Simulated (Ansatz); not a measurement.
Mg₄H₃, relaxed as a quartet with UKS r2SCAN-D4/def2-TZVP in Ansatz, starting from the r2SCAN-D4/def2-TZVP geometry of the neutral doublet. Force threshold 0.02 eV/Å.

The relaxation made no stability test and no search for a lower SCF solution. At r2SCAN-D4/def2-TZVP a doublet of charge 0 lies 0.73 eV below the quartet, each at its own geometry. The structure comes from a short search, and lower isomers may exist.

Start:

```xyz
7

Mg    0.320   -0.575    1.670
Mg    0.154    0.796   -1.601
Mg   -2.263    0.516    0.331
Mg   -0.843   -2.027   -0.806
H     1.111   -0.815    3.172
H     0.716    0.381    0.123
H     0.804    1.725   -2.889
```

```
step  energy (eV)  largest force component (eV/Å)  SCF passes
   1  -21820.5013                           0.343          21
   2  -21820.7768                           0.436          31
   3  -21821.0703                           0.339          27
   4  -21821.2055                           0.116          25
   5  -21821.2123                           0.038          22
   6  -21821.2130                           0.018          17
```

Force components are those of the run's own axes.

End:

Cartesian coordinates in Å:
```
Mg 0.451 -0.406 1.481
Mg 0.307 0.785 -1.361
Mg -2.530 0.147 0.190
Mg -1.316 -2.040 -0.788
H 1.047 -0.798 3.044
H 1.288 0.670 0.215
H 0.752 1.643 -2.781
```

By distances, no bond broke or formed. The bond that changes most is Mg3–Mg4, from 3.13 to 2.69 Å (atoms count from 1).

No frequencies were taken in this run, so the end may be a saddle point.

Hardware: 4 threads of Arm Neoverse V2 on a shared host. Wall time 24 s.
